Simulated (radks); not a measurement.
Sn4+, configuration [Kr] 4d10.

Calculated with a radial shooting solver on a logarithmic mesh with Libxc functionals: Dirac Kohn-Sham, PBE, spin-unpolarised, spherical densities, finite nucleus; Fermi nuclear charge, rms radius 4.6519 fm.

Energy parts (Ry):
| part | energy |
|---|---|
| total | -12350.84825 |
| kinetic | 13004.45892 |
| electron-nucleus | -29836.24420 |
| Hartree | 4809.19663 |
| exchange-correlation | -328.25960 |

Orbitals (lengths in bohr, moments of r in powers of bohr; r(max) is where P^2 peaks):
| orbital | occ. | eigenvalue (Ry) | <r^4> | <1/r> | r(max) |
|---|---|---|---|---|---|
| 1s1/2 | 2 | -2134.149 | 3.406e-06 | 53.09 | 0.01877 |
| 2s1/2 | 2 | -324.7488 | 0.0005913 | 12.31 | 0.1062 |
| 2p1/2 | 2 | -303.5580 | 0.0003812 | 12.29 | 0.08179 |
| 2p3/2 | 4 | -286.6055 | 0.0004480 | 11.45 | 0.08632 |
| 3s1/2 | 2 | -65.20038 | 0.02645 | 4.352 | 0.3077 |
| 3p1/2 | 2 | -56.59026 | 0.02567 | 4.260 | 0.2941 |
| 3p3/2 | 4 | -53.49440 | 0.02914 | 4.053 | 0.3044 |
| 3d3/2 | 4 | -38.27600 | 0.02491 | 3.899 | 0.2494 |
| 3d5/2 | 6 | -37.63699 | 0.02592 | 3.845 | 0.2523 |
| 4s1/2 | 2 | -12.95171 | 0.8508 | 1.707 | 0.7459 |
| 4p1/2 | 2 | -10.08639 | 1.117 | 1.591 | 0.7719 |
| 4p3/2 | 4 | -9.52831 | 1.276 | 1.525 | 0.7964 |
| 4d3/2 | 4 | -5.02094 | 3.057 | 1.250 | 0.8790 |
| 4d5/2 | 6 | -4.94164 | 3.201 | 1.234 | 0.8883 |

The highest occupied level is 4d5/2 at -67.234 eV. For comparison, the ionisation energy in NIST's Atomic Spectra Database is 77.03 eV (measured). In exact Kohn-Sham theory the highest level is minus the ionisation energy, but local and semilocal functionals leave it too shallow, through self-interaction and a potential that decays too fast; potentials with the right tail come closer. The electron density at the nucleus is 1.911e+05 e/bohr^3. Summed over all electrons, <r^2> = 22.65 bohr^2, which gives a Langevin (diamagnetic) susceptibility term of -17.9 x 10^-6 cm^3/mol. The density falls to 0.001 e/bohr^3 at r = 2.77 bohr.
